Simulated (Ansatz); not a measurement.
Reaction (redistribution): `[Cl][GeH2][SeH]` + `C[O][Sb]([F])[F]` → `C[O][GeH2][SeH]` + `[F][Sb]([F])[Cl]`

Calculated with Ansatz (gas phase, PBE0-D4/def2-TZVP geometries, no zero-point term in ΔE). CCSD(T)/CBS is the MP2 limit (def2-TZVPP, def2-QZVPP) plus CCSD(T) − MP2 in def2-TZVPP, frozen cores. def2 core potentials past Kr. For Ge, Sb, Se outer-core shells are correlated without core-valence functions, which leaves a few kJ/mol of doubt a bond. Scalar relativity is left out up to krypton. Each species was taken in one conformer, which may not be the lowest.

`[Cl][GeH2][SeH]`:

Z-matrix (Å, degrees):
```
Ge
Se 1 2.348
Cl 1 2.148 2 104.6
H 1 1.534 2 112.1 3 -116.2
H 1 1.534 2 112.2 3 116.2
H 2 1.471 1 91.7 3 179.5
```

`C[O][Sb]([F])[F]`:

```xyz
8

C     0.268   -0.808   -0.682
O    -0.669   -0.753    0.384
Sb   -0.951    0.817    1.445
F     0.886    1.212    1.749
F    -1.062    2.047   -0.003
H     0.022   -0.085   -1.464
H     0.223   -1.815   -1.101
H     1.284   -0.615   -0.328
```

`C[O][GeH2][SeH]`:

Z-matrix (Å, degrees):
```
C
O 1 1.409
H 1 1.092 2 107.8
H 1 1.097 2 111.9 3 119.2
H 1 1.098 2 112.0 3 -119.0
Ge 2 1.774 1 119.0 3 -179.2
Se 6 2.353 2 111.2 1 59.4
H 6 1.539 2 109.9 1 -56.5
H 6 1.530 2 104.1 1 -179.8
H 7 1.469 6 92.4 2 69.7
```

`[F][Sb]([F])[Cl]`:

```xyz
4

F     0.576   -0.113    1.564
Sb    0.543    0.541   -0.211
F     0.644   -1.178   -0.995
Cl   -1.763    0.750   -0.359
```

```tsv
species	CCSD(T)/CBS(def2) energy (Eh)
`[Cl][GeH2][SeH]`	-4938.45588
`C[O][Sb]([F])[F]`	-554.71002
`C[O][GeH2][SeH]`	-4593.67951
`[F][Sb]([F])[Cl]`	-899.48483
```

(1) Work out ΔE.

Largest T1 diagnostic among the species: 0.015.

Results:

(1) ΔE = (-4593.67951) + (-899.48483) − (-4938.45588) − (-554.71002) = 0.00156 Eh = +0.04 eV.
